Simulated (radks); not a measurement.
Results of a calculation; reference values are marked as such.
Task: All-electron atom: Ni III in [Ar] 3d7 7p1 (not the ground configuration). Code: a radial shooting solver on a logarithmic mesh with Libxc functionals. Model: scalar-relativistic Kohn-Sham, PBE, spin-polarised, spherical densities, finite nucleus; open shells are filled with parallel spins first; Fermi nuclear charge, rms radius 3.7757 fm. Some entries of the table are withheld. Estimate them.

orbital,occ.,eigenvalue (eV),r(max) (bohr)
1s down,1,-8249.581,0.03540
1s up,1,-8249.578,0.03540
2s up,1,-1020.234,0.2046
2s down,1,-1018.417,0.2045
2p up,3,-882.8587,0.1649
2p down,3,-881.4903,0.1648
3s up,1,-149.5744,(1)
3s down,1,-145.8881,(2)
3p up,3,-109.6758,0.6445
3p down,3,-106.0573,0.6458
3d up,5,(3),0.6176
3d down,2,(4),0.6230
7p up,1,-3.9274,15.22

Result: 
(1) 3s up r(max) (bohr): 0.6380
(2) 3s down r(max) (bohr): 0.6388
(3) 3d up eigenvalue (eV): -45.9799
(4) 3d down eigenvalue (eV): -42.5414
